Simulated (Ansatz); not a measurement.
Ansatz (a program for electronic structure) job for ClFHNOW, SMILES [Cl][W]([F])(=[NH])=[O], multiplicity 1, PBE0-D3(BJ)/def2-SVP. 

Ansatz 0.2 input:
```yaml
crystal:
  periodic: [false, false, false]
  atoms:
    - {symbol: W, position_ang: [0.08451467, 0.08667524, -0.15231121]}
    - {symbol: O, position_ang: [1.78713428, 0.16952049, 0.04539596]}
    - {symbol: N, position_ang: [-0.23867481, -0.98819340, -1.50700775]}
    - {symbol: H, position_ang: [0.14075174, -1.60730940, -2.23195342]}
    - {symbol: F, position_ang: [-0.58022806, 1.78788798, -0.60415247]}
    - {symbol: Cl, position_ang: [-0.81171385, -0.90214475, 1.71330832]}
basis:
  gaussian:
    orbitals: def2-SVP
hamiltonian:
  xc: pbe0
  dispersion: d3bj
relax: {f_tol: 0.002, max_steps: 200}
```

Log of the run:

```
WARN ansatz: RAYON_NUM_THREADS=1 ignored (pool sized by the plan → 1); use --threads N
Functional definition: PBE0
integrals: 0.05 GiB planned
1010 factors; integrals over basis functions are off by at most 2.8e-4 eV
mean field: 0.40 GiB planned
mean field evaluation 1: about -20586.8099 eV, gradient 9.3e1 eV
mean field evaluation 2: about -20381.9652 eV, gradient 3.0e2 eV
mean field evaluation 4: about -20600.8946 eV, gradient 3.7e1 eV
mean field evaluation 8: about -20603.5253 eV, gradient 6.7e-1 eV
mean field evaluation 16: about -20603.6056 eV, gradient 4.0e-4 eV
mean field -20603.60562868 eV, -757.1685412287 hartree, gradient 6.4e-5 eV, S^2 0.000000; 0 other end points of the search recorded, 0 dependent functions left out
the calculation of the forces begins
reference -20603.60567667 eV, -757.1685429919 hartree; 28, 28 occupied and 69, 69 virtual orbitals, 1010 factors
relax step   1: F+E_penalty+E_count = -20603.74495690 eV  Δ(F+E_penalty+E_count) = +0.000e0 eV  max|allowed force component| = 1.366e0 eV/Å  Δτ_max = 0.0000 Å  (31 SCF iters, accepted)
these checks for a lower state are left out or cut short: starts, cluster_reference, orbital_swaps, neighbouring_geometries, increment
integrals: 0.05 GiB planned
1010 factors; integrals over basis functions are off by at most 2.6e-4 eV
mean field: 0.40 GiB planned
mean field -20603.63840345 eV, -757.1697456790 hartree, gradient 2.0e-5 eV, S^2 0.000000; 0 other end points of the search recorded, 0 dependent functions left out
the calculation of the forces begins
reference -20603.63845141 eV, -757.1697474415 hartree; 28, 28 occupied and 69, 69 virtual orbitals, 1010 factors
relax step   2: F+E_penalty+E_count = -20603.77871709 eV  Δ(F+E_penalty+E_count) = -3.376e-2 eV  max|allowed force component| = 2.059e-1 eV/Å  Δτ_max = 0.0279 Å  (34 SCF iters, accepted)
these checks for a lower state are left out or cut short: starts, cluster_reference, orbital_swaps, neighbouring_geometries, increment
integrals: 0.05 GiB planned
1010 factors; integrals over basis functions are off by at most 2.6e-4 eV
mean field: 0.40 GiB planned
mean field evaluation 32: about -20603.6401 eV, gradient 1.4e-5 eV
mean field -20603.64011103 eV, -757.1698084315 hartree, gradient 1.4e-5 eV, S^2 0.000000; 0 other end points of the search recorded, 0 dependent functions left out
the calculation of the forces begins
reference -20603.64015895 eV, -757.1698101925 hartree; 28, 28 occupied and 69, 69 virtual orbitals, 1010 factors
relax step   3: F+E_penalty+E_count = -20603.78022964 eV  Δ(F+E_penalty+E_count) = -1.513e-3 eV  max|allowed force component| = 4.927e-2 eV/Å  Δτ_max = 0.0106 Å  (36 SCF iters, accepted)
these checks for a lower state are left out or cut short: starts, cluster_reference, orbital_swaps, neighbouring_geometries, increment
integrals: 0.05 GiB planned
1010 factors; integrals over basis functions are off by at most 2.6e-4 eV
mean field: 0.40 GiB planned
mean field -20603.64029349 eV, -757.1698151367 hartree, gradient 1.3e-5 eV, S^2 0.000000; 0 other end points of the search recorded, 0 dependent functions left out
the calculation of the forces begins
reference -20603.64034140 eV, -757.1698168975 hartree; 28, 28 occupied and 69, 69 virtual orbitals, 1010 factors
relax step   4: F+E_penalty+E_count = -20603.78039046 eV  Δ(F+E_penalty+E_count) = -1.608e-4 eV  max|allowed force component| = 3.930e-2 eV/Å  Δτ_max = 0.0027 Å  (38 SCF iters, accepted)
these checks for a lower state are left out or cut short: starts, cluster_reference, orbital_swaps, neighbouring_geometries, increment
integrals: 0.05 GiB planned
1010 factors; integrals over basis functions are off by at most 2.6e-4 eV
mean field: 0.40 GiB planned
mean field -20603.64036130 eV, -757.1698176287 hartree, gradient 1.3e-5 eV, S^2 0.000000; 0 other end points of the search recorded, 0 dependent functions left out
the calculation of the forces begins
reference -20603.64040922 eV, -757.1698193896 hartree; 28, 28 occupied and 69, 69 virtual orbitals, 1010 factors
relax step   5: F+E_penalty+E_count = -20603.78047747 eV  Δ(F+E_penalty+E_count) = -8.700e-5 eV  max|allowed force component| = 7.601e-2 eV/Å  Δτ_max = 0.0064 Å  (38 SCF iters, accepted)
these checks for a lower state are left out or cut short: starts, cluster_reference, orbital_swaps, neighbouring_geometries, increment
integrals: 0.05 GiB planned
1010 factors; integrals over basis functions are off by at most 2.6e-4 eV
mean field: 0.40 GiB planned
mean field -20603.64060211 eV, -757.1698264784 hartree, gradient 1.3e-5 eV, S^2 0.000000; 0 other end points of the search recorded, 0 dependent functions left out
the calculation of the forces begins
reference -20603.64065002 eV, -757.1698282388 hartree; 28, 28 occupied and 69, 69 virtual orbitals, 1010 factors
relax step   6: F+E_penalty+E_count = -20603.78068174 eV  Δ(F+E_penalty+E_count) = -2.043e-4 eV  max|allowed force component| = 4.039e-2 eV/Å  Δτ_max = 0.0053 Å  (38 SCF iters, accepted)
these checks for a lower state are left out or cut short: starts, cluster_reference, orbital_swaps, neighbouring_geometries, increment
integrals: 0.05 GiB planned
1010 factors; integrals over basis functions are off by at most 2.6e-4 eV
mean field: 0.40 GiB planned
mean field -20603.64071067 eV, -757.1698304680 hartree, gradient 1.4e-5 eV, S^2 0.000000; 0 other end points of the search recorded, 0 dependent functions left out
the calculation of the forces begins
reference -20603.64075857 eV, -757.1698322282 hartree; 28, 28 occupied and 69, 69 virtual orbitals, 1010 factors
relax step   7: F+E_penalty+E_count = -20603.78077808 eV  Δ(F+E_penalty+E_count) = -9.634e-5 eV  max|allowed force component| = 2.014e-2 eV/Å  Δτ_max = 0.0089 Å  (37 SCF iters, accepted)
these checks for a lower state are left out or cut short: starts, cluster_reference, orbital_swaps, neighbouring_geometries, increment
integrals: 0.05 GiB planned
1010 factors; integrals over basis functions are off by at most 2.6e-4 eV
mean field: 0.40 GiB planned
mean field evaluation 64: about -20603.6405 eV, gradient 3.2e-1 eV
mean field -20603.64074980 eV, -757.1698319057 hartree, gradient 1.4e-5 eV, S^2 0.000000; 0 other end points of the search recorded, 0 dependent functions left out
the calculation of the forces begins
reference -20603.64079769 eV, -757.1698336657 hartree; 28, 28 occupied and 69, 69 virtual orbitals, 1010 factors
relax step   8: F+E_penalty+E_count = -20603.78080299 eV  Δ(F+E_penalty+E_count) = -2.492e-5 eV  max|allowed force component| = 3.165e-3 eV/Å  Δτ_max = 0.0018 Å  (38 SCF iters, accepted)
these checks for a lower state are left out or cut short: starts, cluster_reference, orbital_swaps, neighbouring_geometries, increment
integrals: 0.05 GiB planned
1010 factors; integrals over basis functions are off by at most 2.6e-4 eV
mean field: 0.40 GiB planned
mean field -20603.64074993 eV, -757.1698319106 hartree, gradient 3.0e-5 eV, S^2 0.000000; 0 other end points of the search recorded, 0 dependent functions left out
the calculation of the forces begins
reference -20603.64079782 eV, -757.1698336707 hartree; 28, 28 occupied and 69, 69 virtual orbitals, 1010 factors
relax step   9: F+E_penalty+E_count = -20603.78080333 eV  Δ(F+E_penalty+E_count) = -3.391e-7 eV  max|allowed force component| = 1.172e-3 eV/Å  Δτ_max = 0.0003 Å  (24 SCF iters, accepted)
integrals: 0.05 GiB planned
1010 factors; integrals over basis functions are off by at most 2.6e-4 eV
mean field: 0.40 GiB planned
mean field -20603.64074993 eV, -757.1698319106 hartree, gradient 3.0e-5 eV, S^2 0.000000; 1 other end points of the search recorded, 0 dependent functions left out
the calculation of the forces begins
reference -20603.64079782 eV, -757.1698336707 hartree; 28, 28 occupied and 69, 69 virtual orbitals, 1010 factors
Total energy: -20603.78085123 eV, -757.1749805383 hartree
Atom 0 at     0.091068     0.084031    -0.157460 Å, force    -0.000088     0.000879     0.001172 eV/Å
Atom 1 at     1.770942     0.169975     0.043937 Å, force    -0.000383    -0.000089    -0.000052 eV/Å
Atom 2 at    -0.218193    -0.979807    -1.495434 Å, force    -0.000290    -0.000197    -0.000084 eV/Å
Atom 3 at     0.124619    -1.601504    -2.223558 Å, force     0.000306    -0.000708    -0.000828 eV/Å
Atom 4 at    -0.577968     1.770229    -0.600827 Å, force     0.000178     0.000015     0.000079 eV/Å
Atom 5 at    -0.808685    -0.896487     1.696621 Å, force     0.000276     0.000101    -0.000288 eV/Å
Dipole moment:    -0.119533    -0.220926    -0.224417 e Å
```

The run converged.

Cost: about 60 core-seconds (a rough figure).
